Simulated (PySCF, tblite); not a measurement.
C₅H₁₁NOS.
Structure used (GFN2-xTB), in Å, numbered top down from 1:
```
atom  x, y, z in Å
C1     2.3107   -0.8468   -0.4406
O2     1.3538   -1.2657    0.5041
C3     0.9010   -0.2217    1.3340
C4     0.0417    0.8182    0.6421
S5     0.4314    2.4051    0.8739
N6    -0.9943    0.4216   -0.1014
C7    -1.8109    1.3706   -0.8184
C8    -1.4013   -0.9510   -0.2830
H9     1.9077   -0.0782   -1.1094
H10    2.5777   -1.7289   -1.0186
H11    3.2027   -0.4471    0.0546
H12    0.3263   -0.6988    2.1366
H13    1.7499    0.3074    1.7874
H14   -1.3451    2.3529   -0.7742
H15   -1.9091    1.0572   -1.8589
H16   -2.8054    1.4293   -0.3706
H17   -1.1801   -1.2745   -1.3042
H18   -2.4792   -1.0256   -0.1225
H19   -0.8874   -1.6147    0.4037
```

Computed, not measured: PBE0/pcSseg-1 in PySCF (dipole) on a GFN2-xTB geometry, gas phase.

Take the most abundant isotopes and a rigid rotor. The values belong to one conformer with, in the numbering `[CH3:1][O:2][CH2:3][C:4](=[S:5])[N:6]([CH3:7])[CH3:8]`, C1–O2–C3–C4 70°, O2–C3–C4–S5 -131°, C3–C4–N6–C7 -178°.

(1) Give the principal moments of inertia and the rotational constants in cm⁻¹.

(2) What kind of rotor is it?

(3) Is it planar, by Δ = Ic − Ia − Ib?

(4) Give the other two planar moments, Paa and Pbb, and the rms extents of the mass along the axes.

(5) Where do the levels up to J = 4 lie, in MHz?

(6) Predict some low-J microwave lines.

(7) Estimate the classical rotational partition function at 10 K, 25 K and 100 K.

Results:

(1) Ia = 251.67, Ib = 345.54, Ic = 506.68 u·Å²; 505379 MHz·u·Å²/I gives 2008, 1463 and 997.4 MHz, that is A = 0.06698, B = 0.04879, C = 0.03327 cm⁻¹.

(2) An asymmetric top: κ = (2 × 1463 − 2008 − 997.4)/(2008 − 997.4) = -0.08.

(3) Not planar: Δ = Ic − Ia − Ib = -90.52 u·Å². For a rigid frame Δ = −2 Σ m c², so Σ m c² = 45.26 u·Å² lies off the ab plane: 15.50 from hydrogen and 29.76 from heavier atoms. The atom farthest from that plane is 1.92 Å away.

(4) Paa = Σ m a² = (Ib + Ic − Ia)/2 = 300.27 and Pbb = Σ m b² = (Ia + Ic − Ib)/2 = 206.41 u·Å². With the mass M = 133.06 u, the rms extents √(P/M) along a, b and c are 1.50, 1.25, 0.58 Å.

(5) Above 0(0,0):
J = 1: 1(0,1) 2460, 1(1,1) 3006, 1(1,0) 3471
J = 2: 2(0,2) 7184, 2(1,2) 7460, 2(1,1) 8856, 2(2,1) 10492, 2(2,0) 10689
J = 3: 3(0,3) 13936, 3(1,3) 14038, 3(1,2) 16771, 3(2,2) 17873, 3(2,1) 18697, 3(3,1) 21868, 3(3,0) 21926
J = 4: 4(0,4) 22640, 4(1,4) 22671, 4(1,3) 26969, 4(2,3) 27553, 4(2,2) 29499, 4(3,2) 31985, 4(3,1) 32339, 4(4,1) 37209, 4(4,0) 37223

(6) The dipole components are |μa| = 1.11 D, |μb| = 3.67 D, |μc| = 0.44 D. The squared components, which scale the intensities, stand as 0.09 : 1.00 : 0.01 (a : b : c). Some lines, for components of 0.1 D or more:

```
type  branch         J(Ka,Kc)    MHz  lower level (cm⁻¹)
   a       Q  4(3,1) ← 4(3,2)    354               1.067
   c       Q  1(1,1) ← 1(0,1)    546               0.082
   b       Q  1(1,0) ← 1(0,1)   1011               0.082
   c       Q  3(2,2) ← 3(1,2)   1101               0.559
   b       Q  2(1,1) ← 2(0,2)   1672               0.240
   c       Q  4(3,2) ← 4(2,2)   2485               0.984
   a       Q  3(1,2) ← 3(1,3)   2733               0.468
   c       Q  3(3,1) ← 3(2,1)   3171               0.624
   b       Q  3(3,1) ← 3(2,2)   3996               0.596
   b       Q  4(2,3) ← 4(1,4)   4882               0.756
   b       Q  4(4,1) ← 4(3,2)   5225               1.067
   a       Q  5(1,4) ← 5(1,5)   5860               1.112
   b       Q  5(2,4) ← 5(1,5)   6102               1.112
   c       R  2(1,1) ← 1(0,1)   6396               0.082
   a       R  3(1,2) ← 2(1,1)   7915               0.295
   b       R  5(3,2) ← 4(4,1)   8477               1.241
   b       R  4(0,4) ← 3(1,3)   8602               0.468
   b       R  4(1,4) ← 3(0,3)   8735               0.465
   b       R  5(1,4) ← 4(2,3)  11629               0.919
   a       R  5(2,4) ← 4(2,3)  11871               0.919
   a       R  5(2,3) ← 4(2,2)  13397               0.984
   c       R  4(3,2) ← 3(2,2)  14112               0.596
   c       R  5(1,4) ← 4(0,4)  16542               0.755
   b       R  5(4,2) ← 4(3,1)  17600               1.079
   c       R  5(4,2) ← 4(3,2)  17954               1.067
```

(7) Point group C1, symmetry number σ = 1; q = (√π/σ)·√((kT/h)³/(ABC)), k/h = 20836.6 MHz/K: 3110 at 10 K, 12300 at 25 K, 98500 at 100 K.

Its GFN2-xTB frequencies are all real (lowest 21 cm⁻¹). Zero-point vibration and centrifugal distortion are left out. A rigid rotor knows nothing of internal rotation, which can split or shift real lines. Quadrupole hyperfine structure (14N) is left out.
